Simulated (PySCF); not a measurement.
**Core-level binding energies of `C[C@H]1OC(=O)[SiH2]1`**

Species: C₃H₆O₂Si.
Z-matrix (Å and degrees, GFN2-xTB geometry), rows numbered from 1:
```
C 
C   1  1.5192
O   2  1.4534  1  110.56
C   3  1.3470  2  103.83  1   119.71
O   4  1.1965  3  125.35  2  -179.12
Si  2  1.9418  1  118.47  3   103.95
H   1  1.0871  2  109.54  3  -179.94
H   1  1.0884  2  110.48  3    59.98
H   1  1.0879  2  110.49  3   -59.92
H   2  1.0946  1  109.51  3  -118.15
H   6  1.4576  2  114.85  1    -1.39
H   6  1.4571  2  115.38  1   135.63
```

The calculation used PySCF 2.14.0, delta-SCF UKS SCAN, pcX-2 on the ionised atom, pcseg-1 elsewhere, spin-free X2C. These are vertical core ionisation energies against the vacuum level, from separate self-consistent calculations with and without the core hole.

**Question.** What binding energy does each computed site have?

**Answer.** 
```tsv
atom(s)	bonded to	level	binding energy (eV)	2p1/2 (eV)	above the level's lowest (eV)	count
Si6	2 C and 2 H	Si 2p3/2	107.32	107.94	0.00	1
C1	C and 3 H	C 1s	291.08	–	0.00	1
C2	O, C, H and Si	C 1s	292.01	–	+0.93	1
C4	O (double bond), O and Si	C 1s	293.93	–	+2.85	1
O5	C (double bond)	O 1s	537.60	–	0.00	1
O3	2 C	O 1s	539.00	–	+1.40	1
Si6	2 C and 2 H	Si 1s	1847.01	–	0.00	1
```

Lowest listed C 1s: C1, bonded to C and 3 H. Highest, 2.85 eV above it: C4, bonded to O (double bond), O and Si. Summing the Pauling electronegativity differences to the bonded atoms, each weighted by its formal bond order, gives -1.05 for the lowest site and +2.02 for the highest; no listed site has a larger sum than the highest.

The listed O 1s values span 1.40 eV, from O5 (bonded to C (double bond)) to O3 (bonded to 2 C). Summing the Pauling electronegativity differences to the bonded atoms, each weighted by its formal bond order, gives -1.78 for the lowest site and -1.78 for the highest; the sum is the same at every site.

**Question.** What is the longest wavelength that can ionise Si 2p3/2 of Si6 vertically?

**Answer.** λ = hc/E = 12398.42 eV Å / 107.32 eV = 115.528 Å.

Spin–orbit and ligand-field terms were added within each 2p shell after the spin-free SCF. 2p1/2 minus 2p3/2 (ligand field included): Si 0.62 eV. Geometry: GFN2-xTB; no solvent, vibrations or thermal averaging.

Time: 2.4 min of wall time; peak memory 0.70 GiB. Hardware: one thread of an Arm Neoverse N1, shared host with 64 logical CPUs at a one-minute load of 60.
